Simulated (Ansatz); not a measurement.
Calculated with Ansatz (gas phase, PBE0-D4/def2-TZVP geometries, no zero-point term in ΔE). CBS: MP2 limit from def2 TZ/QZ plus the TZ coupled-cluster correction, frozen cores. This one scheme is used for every species. Each species was taken in one conformer, which may not be the lowest.

Consider the ligand exchange at the Si–C bond: `OCOC[SiH3]` + `FCS` → `FCS[SiH3]` + `COCO`.

```
     species  SCS-MP2/def2-TZVPP energy (Eh)
`OCOC[SiH3]`                      -520.08480
       `FCS`                      -537.24013
 `FCS[SiH3]`                      -827.49803
      `COCO`                      -229.85573
```

**Question.** Work out ΔE.

**Answer.** ΔE = (-827.49803) + (-229.85573) − (-520.08480) − (-537.24013) = -0.02883 Eh = -75.7 kJ/mol. CCSD(T)/CBS gives -74.5 kJ/mol.

Largest T1 diagnostic among the species: 0.012.
